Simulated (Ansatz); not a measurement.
Cost and result up the ladder for the cluster Li₂I₂ (the lowest singlet isomer of a short search) (4 atoms). Charge 0, multiplicity 1. Geometry: r2SCAN-D4/def2-TZVP.

| atom | x (Å) | y (Å) | z (Å) |
| --- | --- | --- | --- |
| Li1 | 1.193 | -0.131 | -0.757 |
| Li2 | -1.193 | 0.132 | 0.757 |
| I3 | 0.850 | 1.693 | 1.045 |
| I4 | -0.850 | -1.694 | -1.045 |

Ansatz on 4 threads of Arm Neoverse V2 on a shared host. Times are rough, and most runs start from the orbitals of an earlier one. ωB97M-V/def2-TZVP serves as the yardstick here, not as an exact answer. Differences are given only for rows in sets of like size (and for xTB, whose basis is part of the method), since another set adds its own error. Binding counts from free atoms at the same level (Li doublet, I doublet; other spins of the atoms weren't run), without zero-point energy or a counterpoise term.

In the def2 sets I takes a core potential; there is no spin–orbit coupling. Correlated methods freeze 8 core orbitals; core or outer-core shells of Li, I are correlated, in sets that lack core-valence functions. The structure comes from a short search, and lower isomers may exist.

Correlated methods converge slowly with the basis.

```
                         level  functions  wall time  binding energy per atom (eV)  difference from ωB97M-V/def2-TZVP (eV)
               PBE-D4/def2-SVP         70      0.6 s                          2.36                                       –
                  HF/def2-TZVP        128     0.85 s                          1.83                                   -0.55
           revPBE-D4/def2-TZVP        128     0.85 s                          2.25                                   -0.12
              PBE0-D4/def2-SVP         70     0.85 s                          2.36                                       –
                 MP2/def2-TZVP        128      0.9 s                          2.33                                   -0.04
PBE-D4/def2-TZVP (with forces)        128      1.1 s                          2.32                                   -0.05
             PBE0-D4/def2-TZVP        128      1.4 s                          2.33                                   -0.05
            BHLYP-D4/def2-TZVP        128      1.5 s                          2.33                                   -0.05
           r2SCAN-D4/def2-TZVP        128      1.9 s                          2.35                                   -0.02
             RPA@PBE/def2-TZVP        128      2.3 s                          2.00                                   -0.37
          r2SCAN-D4/def2-TZVPD        152      2.6 s                          2.36                                   -0.02
              B97M-V/def2-TZVP        128      3.9 s                          2.32                                   -0.06
             ωB97M-V/def2-TZVP        128      4.4 s                          2.37                                    0.00
            CCSD(T)/def2-TZVPP        138       25 s                          2.31                                   -0.06
```
